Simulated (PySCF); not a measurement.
C5H9O2 (SMILES CC(=O)C=C(C)[OH2+]), charge +1, singlet, at a GFN2-xTB geometry; BLYP/STO-3G in PySCF.

PySCF was given this input:
```python
from pyscf import gto, scf, dft

mol = gto.Mole()
mol.atom = '''
    C     2.64458062   -0.07007123   -0.50424723
    C     1.27771519   -0.51430764   -0.10971693
    O     0.97500393   -1.63455360    0.19351909
    C     0.26308705    0.61217752   -0.12236214
    C    -1.02131824    0.41375702    0.10047826
    C    -1.78790725   -0.79679226    0.40481506
    O    -1.94310342    1.60821276   -0.01702034
    H     3.00870030    0.68375893    0.19237984
    H     2.62323352    0.37501649   -1.49781951
    H     3.32287322   -0.91875363   -0.50205637
    H     0.66189802    1.59041510   -0.34740887
    H    -2.57226957   -0.95889696   -0.33442828
    H    -2.24194258   -0.74717110    1.39512987
    H    -1.10457305   -1.64787516    0.38781835
    H    -1.48532732    2.46578543    0.11264879
    H    -2.72474057    1.49986742    0.56794391
'''
mol.basis = 'sto-3g'
mol.charge = 1
mol.verbose = 4
mol.build()

mf = dft.RKS(mol)
mf.xc = 'blyp'
mf.kernel()
```

It wrote (shortened):

```
PySCF version 2.14.0

[INPUT] verbose = 4
[INPUT] num. atoms = 16
[INPUT] num. electrons = 54
[INPUT] charge = 1
[INPUT] spin (= nelec alpha-beta = 2S) = 0
[INPUT] symmetry False subgroup None
[INPUT] Mole.unit = angstrom
[INPUT] Symbol           X                Y                Z      unit          X                Y                Z       unit  Magmom
[...]
nuclear repulsion = 302.967228830725
number of shells = 30
number of NR pGTOs = 132
number of NR cGTOs = 44
basis = sto-3g
ecp = {}

******** <class 'pyscf.dft.rks.RKS'> ********
method = RKS
initial guess = minao
damping factor = 0
level_shift factor = 0
DIIS = <class 'pyscf.scf.diis.CDIIS'>
diis_start_cycle = 1
diis_space = 8
diis_damp = 0
SCF conv_tol = 1e-09
SCF conv_tol_grad = None
SCF max_cycles = 50
direct_scf = True
direct_scf_tol = 1e-13
XC library pyscf.dft.libxc version 7.1.2
    S. Lehtola, C. Steigemann, M. J. T. Oliveira, and M. A. L. Marques,  SoftwareX 7, 1–5 (2018)
XC functionals = blyp
    A. D. Becke,  Phys. Rev. A 38, 3098 (1988)
    C. Lee, W. Yang, and R. G. Parr,  Phys. Rev. B 37, 785 (1988)
    B. Miehlich, A. Savin, H. Stoll, and H. Preuss,  Chem. Phys. Lett. 157, 200 (1989)
radial grids:
    Treutler-Ahlrichs [JCP 102, 346 (1995); DOI:10.1063/1.469408] (M4) radial grids

becke partition: Becke, JCP 88, 2547 (1988); DOI:10.1063/1.454033
pruning grids: <function nwchem_prune>
grids dens level: 3
symmetrized grids: False
atomic radii adjust function: <function treutler_atomic_radii_adjust>
small_rho_cutoff = 0
Set gradient conv threshold to 3.16228e-05
Initial guess from minao.
tot grids = 187032
init E= -342.646970721268
[...]
cycle= 1 E= -341.272393858515  delta_E= 1.37  |g|= 0.754  |ddm|= 5.09
[...]
cycle= 2 E= -337.723007336684  delta_E= 3.55  |g|=  2.6  |ddm|= 5.66
[...]
cycle= 3 E= -341.38053925591  delta_E= -3.66  |g|= 0.521  |ddm|= 5.46
[...]
cycle= 4 E= -341.475083054013  delta_E= -0.0945  |g|= 0.145  |ddm|= 0.867
[...]
cycle= 5 E= -341.466868381812  delta_E= 0.00821  |g|= 0.221  |ddm|= 0.432
[...]
cycle= 6 E= -341.481109166135  delta_E= -0.0142  |g|= 0.0221  |ddm|= 0.276
[...]
cycle= 7 E= -341.481251712588  delta_E= -0.000143  |g|= 0.00547  |ddm|= 0.0324
[...]
cycle= 8 E= -341.481260263726  delta_E= -8.55e-06  |g|= 0.00205  |ddm|= 0.0058
[...]
cycle= 9 E= -341.481261806973  delta_E= -1.54e-06  |g|= 0.000552  |ddm|= 0.00318
[...]
cycle= 10 E= -341.481261911791  delta_E= -1.05e-07  |g|= 6.05e-05  |ddm|= 0.000975
[...]
cycle= 11 E= -341.481261912875  delta_E= -1.08e-09  |g|= 2.31e-05  |ddm|= 0.000108
[...]
cycle= 12 E= -341.481261913037  delta_E= -1.62e-10  |g|= 1.66e-06  |ddm|= 3.14e-05
[...]
Extra cycle  E= -341.481261913038  delta_E= -1.02e-12  |g|= 1.83e-06  |ddm|= 6.52e-06
converged SCF energy = -341.481261913038
```
